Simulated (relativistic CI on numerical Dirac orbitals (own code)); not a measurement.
**Yb34+: q coefficients and field-shift factors**

Computed by Dirac-Coulomb-Breit CI, orbitals from a KLI potential per configuration, derivatives by finite differences, unscaled Slater integrals, QED left out (own radial code, finite nucleus).

CI space (outside the closed core [Ar] 3d10): 4s²4p⁶, 4s²4p⁵4d, 4s4p⁶4d, 4s²4p⁵4f, 4s4p⁶4f, 4p⁶4d², 4p⁵4d³, 4p⁵4d²4f. Double excitations out of closed p, d and f shells are left out; levels of such configurations are missing from the list, as are those of other unlisted configurations, and high levels can miss mixing partners.

With x = (α/α₀)² − 1 an excitation energy changes as ω = ω₀ + qx; K = 2q/ω₀ is the relative enhancement. Terms are leading LS components, so labels can repeat. The field-shift factor is F = δν/δ⟨r²⟩ for the transition from the lowest level.

Lowest level 4s²4p⁶ ¹S0.

| Level | ω₀ (cm⁻¹) | q (cm⁻¹) | K | F (GHz/fm²) |
| --- | --- | --- | --- | --- |
| 4s²4p⁵4d ³P°0 | 1086255 | 38300 | 0.0705 | 7.19 |
| 4s²4p⁵4d ³P°1 | 1118061 | 49620 | 0.0888 | 7.39 |
| 4s²4p⁵4d ³F°3 | 1142781 | 40750 | 0.0713 | 6.36 |
| 4s²4p⁵4d ³D°2 | 1153284 | 42450 | 0.0736 | 7.1 |
| 4s²4p⁵4d ³F°4 | 1228991 | 154700 | 0.252 | 8.42 |
| 4s²4p⁵4d ¹D°2 | 1248154 | 156300 | 0.25 | 9.37 |
| 4s²4p⁵4d ³D°3 | 1290301 | 154200 | 0.239 | 10 |
| 4s²4p⁵4d ³D°1 | 1402515 | 204900 | 0.292 | 2.31 |
| 4s²4p⁵4d ³F°2 | 1674365 | 682800 | 0.816 | -63 |
| 4s²4p⁵4d ³P°2 | 1794538 | 797800 | 0.889 | -59.1 |
| 4s²4p⁵4d ³F°3 | 1812618 | 800100 | 0.883 | -60.2 |
| 4s²4p⁵4d ¹P°1 | 1855923 | 631500 | 0.681 | -53.2 |
| 4s4p⁶4d ³D1 | 2434631 | 603300 | 0.496 | -929 |

At this charge energies of transitions that change n are usually good to better than 1 %, and those within a shell (Δn = 0) to a few per cent.
